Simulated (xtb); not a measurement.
C$_{2}$H$_{8}$Si (SMILES C[SiH2]C), singlet, at a GFN2-xTB geometry; GFN0-xTB (xtb).

Input for xtb:
```
$ xtb mol.xyz --gfn 0 --acc 30 --json

# file mol.xyz
11

Si     0.03546107    -0.43348006    -0.37037273
C      1.45753028     0.73873281     0.08712166
C     -1.52290395     0.06040205     0.59567275
H      0.40740896    -1.81447085    -0.03255476
H     -0.23071309    -0.34547884    -1.81294296
H      1.21576604     1.77029475    -0.15390745
H      2.36525377     0.48151727    -0.45044984
H      1.68282158     0.69510725     1.14919776
H     -2.35613024    -0.59304426     0.35515928
H     -1.82783780     1.07758693     0.36542227
H     -1.36078226     0.00239943     1.66852748
```

Output, abridged:

```
   ID    Z sym.   atoms
    1   14 Si     1
    2    6 C      2, 3
    3    1 H      4-11

           -------------------------------------------------
          |                Calculation Setup                |
           -------------------------------------------------

           -------------------------------------------------
          |                 G F N 0 - x T B                 |
           -------------------------------------------------

          ...................................................
          :                      SETUP                      :
          :.................................................:
          :  # basis functions                  34          :
          :  # atomic orbitals                  33          :
          :  # shells                           23          :
          :  # electrons                        20          :
          :  electronic temp.          300.0000000     K    :
          :  accuracy                   30.0000000          :
          :  -> integral cutoff          0.2000000E+02      :
          :  -> integral neglect         0.3000000E-06      :
          ...................................................

         :::::::::::::::::::::::::::::::::::::::::::::::::::::
         ::                     SUMMARY                     ::
         :::::::::::::::::::::::::::::::::::::::::::::::::::::
         :: total energy             -10.516395385370 Eh    ::
         :: gradient norm              0.018762975385 Eh/a0 ::
         :: HOMO-LUMO gap              6.061915878845 eV    ::
         ::.................................................::
         :: H0 energy                -10.615631944435 Eh    ::
         :: repulsion energy           0.161934226721 Eh    ::
         :: electrostat energy        -0.060515759315 Eh    ::
         :: -> Gsolv                   0.000000000000 Eh    ::
         ::    -> Gsasa                0.000000000000 Eh    ::
         ::    -> Gshift               0.000000000000 Eh    ::
         :: dispersion energy         -0.002181908341 Eh    ::
         :: short-range corr.          0.000000000000 Eh    ::
         :: add. restraining           0.000000000000 Eh    ::
         :: total charge              -0.000000000000 e     ::
         :::::::::::::::::::::::::::::::::::::::::::::::::::::

           -------------------------------------------------
          |                Property Printout                |
[...]
             Fermi-level            0.0000000 Eh            0.0000 eV

     #   Z          covCN         q      C6AA      α(0)
     1  14 Si       3.583     0.580   135.639    21.606
     2   6 C        3.650    -0.692    43.452     9.573
     3   6 C        3.650    -0.692    43.452     9.573
     4   1 H        0.917    -0.113     6.030     3.841
     5   1 H        0.917    -0.113     6.030     3.841
     6   1 H        0.925     0.173     1.244     1.744
     7   1 H        0.925     0.168     1.276     1.766
     8   1 H        0.925     0.173     1.244     1.744
     9   1 H        0.925     0.168     1.276     1.766
    10   1 H        0.925     0.173     1.244     1.744
    11   1 H        0.925     0.173     1.244     1.744

 Mol. C6AA /au·bohr⁶  :       1315.035661
 Mol. C8AA /au·bohr⁸  :      43471.260318
 Mol. α(0) /au        :         58.941920

Wiberg/Mayer (AO) data.
largest (>0.10) Wiberg bond orders for each atom

 ---------------------------------------------------------------------------
     #   Z sym  total        # sym  WBO       # sym  WBO       # sym  WBO
 ---------------------------------------------------------------------------
     1  14 Si   3.951 --     3 C    0.989     2 C    0.989     5 H    0.892
                             4 H    0.892
     2   6 C    3.890 --     1 Si   0.989     7 H    0.955     8 H    0.953
                             6 H    0.953
     3   6 C    3.890 --     1 Si   0.989     9 H    0.955    11 H    0.953
                            10 H    0.953
     4   1 H    0.918 --     1 Si   0.892
     5   1 H    0.918 --     1 Si   0.892
     6   1 H    0.984 --     2 C    0.953
     7   1 H    0.983 --     2 C    0.955
     8   1 H    0.984 --     2 C    0.953
     9   1 H    0.983 --     3 C    0.955
    10   1 H    0.984 --     3 C    0.953
    11   1 H    0.984 --     3 C    0.953
 ---------------------------------------------------------------------------

Topologies differ in total number of bonds
Writing topology from bond orders to xtbtopo.mol

 dipole moment from electron density (au)
     X       Y       Z
  -0.0223   0.2728   0.2331  total (Debye):    0.914

           -------------------------------------------------
          | TOTAL ENERGY              -10.516395385370 Eh   |
          | GRADIENT NORM               0.018762975385 Eh/α |
          | HOMO-LUMO GAP               6.061915878845 eV   |
           -------------------------------------------------

normal termination of xtb
```
